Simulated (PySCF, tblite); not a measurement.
Parent: `[CH2:1]=[C:2]=[C:3]([C:4]#[C:5][CH3:6])[C:7](=[O:8])[OH:9]` with C2–C3–C7–O8 178°, C3–C7–O9–H 180°, C7H6O2.

Computed geometry: GFN2-xTB, gas phase. One conformer each, not checked by frequencies here.

```tsv
coordinate of the parent	value
C1=C2	1.288 Å
C2=C3	1.316 Å
C3–C4	1.418 Å
C4≡C5	1.202 Å
C5–C6	1.443 Å
C3–C7	1.483 Å
C7=O8	1.203 Å
C7–O9	1.346 Å
C1–C2–C3	179.1°
C2–C3–C4	122.7°
C2–C3–C7	120.7°
C4–C3–C7	116.6°
C3–C4–C5	177.7°
C4–C5–C6	179.5°
C3–C7–O8	125.3°
C3–C7–O9	112.2°
O8–C7–O9	122.5°
```

Question: In one relative the bonds that all share with the parent change as follows (parent's numbers): C1–C2 +0.030, C2–C3 +0.187, C3–C4 +0.041, C4–C5 -0.004, C3–C7 +0.039, C7–O8 -0.004 Å. Which is it?
A. `[CH2:1]=[C:2]=[C:3]([C:4]#[C:5][SiH2:6][CH3:7])[C:8](=[O:9])[OH:10]` with C2–C3–C8–O9 1°, C3–C8–O10–H 180°
B. `[CH2:1]=[C:2]=[C:3]([C:4]#[C:5][CH2:6][CH3:7])[C:8](=[O:9])[OH:10]` with C2–C3–C8–O9 0°, C3–C8–O10–H 180°
C. `[CH2:1]=[CH:2][C@H:3]([C:4]#[C:5][CH3:6])[C:7](=[O:8])[OH:9]` with C1–C2–C3–C4 -115°, C2–C3–C7–O8 38°, C3–C7–O9–H -177°
D. `[CH2:1]=[C:2]=[C:3]([C:4]#[C:5][CH3:6])[C:7](=[O:8])[SiH2:9][OH:10]` with C2–C3–C7–O8 -4°, C3–C7–Si9–O10 -179°, C7–Si9–O10–H -1°

Answer: C. The changes in all of them (Å):

| SMILES | C1–C2 | C2–C3 | C3–C4 | C4–C5 | C3–C7 | C7–O8 |
| --- | --- | --- | --- | --- | --- | --- |
| C=C[C@H](C#CC)C(=O)O | +0.030 | +0.187 | +0.041 | -0.004 | +0.039 | -0.004 |
| C=C=C(C#CCC)C(=O)O | -0.001 | +0.001 | 0.000 | 0.000 | 0.000 | +0.002 |
| C=C=C(C#C[SiH2]C)C(=O)O | -0.001 | +0.001 | -0.001 | +0.006 | +0.002 | +0.002 |
| C=C=C(C#CC)C(=O)[SiH2]O | +0.001 | +0.001 | -0.001 | 0.000 | -0.002 | +0.017 |

Atoms are paired thus: C=C[C@H](C#CC)C(=O)O: C1 = C1, C2 = C2, C3 = C3, C4 = C4, C5 = C5, C6 = C6, C7 = C7, O8 = O8, O9 = O9; C=C=C(C#CCC)C(=O)O: C1 = C1, C2 = C2, C3 = C3, C4 = C4, C5 = C5, C6 = C6, C7 = C8, O8 = O9, O9 = O10; C=C=C(C#C[SiH2]C)C(=O)O: C1 = C1, C2 = C2, C3 = C3, C4 = C4, C5 = C5, C7 = C8, O8 = O9, O9 = O10; C=C=C(C#CC)C(=O)[SiH2]O: C1 = C1, C2 = C2, C3 = C3, C4 = C4, C5 = C5, C6 = C6, C7 = C7, O8 = O8.
